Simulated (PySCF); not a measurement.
C₅H₅F₃SSi, SMILES FC(F)(F)c1ccc([SiH3])s1, singlet at its GFN2-xTB optimised geometry (Å):

```
15

F     -2.3446    -2.3843    -1.0386
C     -1.4942    -2.3635     0.0050
F     -2.2668    -2.4334     1.1070
F     -0.8054    -3.5138    -0.0449
C     -0.5973    -1.1815     0.0000
C      0.7679    -1.1815     0.0000
C      1.2909     0.1242     0.0000
C      0.3397     1.1046     0.0011
Si     0.5701     2.9731     0.0027
S     -1.2465     0.4178     0.0015
H      1.3607    -2.0783    -0.0009
H      2.3446     0.3369    -0.0005
H      2.0127     3.2084     0.0167
H     -0.0499     3.5138    -1.2066
H     -0.0740     3.5138     1.1991
```

Computed with B3LYP/def2-TZVP in PySCF.

Map of the deformation density (molecule minus spherical neutral atoms) (e/bohr³) on the plane z = 0.6 Å:

```
|3333333333333333333333333|
|3333333333333333333333333|
|3333333333333333333333333|
|3333333333333333333333333|
|3333333333345333333333333|
|3333333333359634433333333|
|3333333333347425533333333|
|3333333333323213333333333|
|3333333333334532333333333|
|3333333333234532333333333|
|3333333344353342333333333|
|3333333357443452433333333|
|3333333334321231433333333|
|3333333323532253233333333|
|3333333322346322233333333|
|3333333322435333333333333|
|3333333442322243333333333|
|3333334492022332333333333|
|3333333331233333333333333|
|3333333333444333333333333|
|3333333333433333333333333|
|3333333333333333333333333|
|3333333333333333333333333|
|3333333333333333333333333|
|3333333333333333333333333|
```
Scale: ten equal steps from -0.028 (start of '0') to 0.044 (end of '9'), in the order '0123456789'; x runs from -6.00 to 6.00, y from -6.00 (bottom) to 6.00 (top).
